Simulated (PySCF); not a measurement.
F2H4SSi2, SMILES F[SiH](F)S[SiH3].

Geometry optimised at TPSSh-D3(BJ)/def2-SVP. The structure was generated by enumeration, and PubChem lists no compound with its InChIKey, so it may never have been made. One conformer was computed; it need not be the lowest.

Two levels are set side by side: TDA-PBE/def2-SVPD (PySCF) and TDA-PBE0/def2-SVPD (PySCF). Vertical, same geometry. The lowest singlet is HOMO→LUMO 98 % with PBE and HOMO→LUMO 97 % with the other functional; states are paired by order. Differences are taken from unrounded values.

```tsv
quantity	TDA-PBE0
lowest singlet excitation (eV)	6.08
lowest triplet excitation (TDA) (eV)	5.67
```

Task: What does TDA-PBE give, and how far is it from TDA-PBE0? (The exact figures need the calculation; the answer reports its results.)

Result: 
```json
[
 {"quantity": "lowest singlet excitation (eV)", "TDA-PBE": "5.58", "TDA-PBE minus TDA-PBE0": "-0.51"},
 {"quantity": "lowest triplet excitation (TDA) (eV)", "TDA-PBE": "5.23", "TDA-PBE minus TDA-PBE0": "-0.45"}
]
```

A lower first singlet is the usual sign of a functional without exact exchange. Differences between two approximate levels are no errors against the true value.

Rough cost on one machine, each run with all the roots and properties that it gave: TDA-PBE0 against TDA-PBE about 2 times.
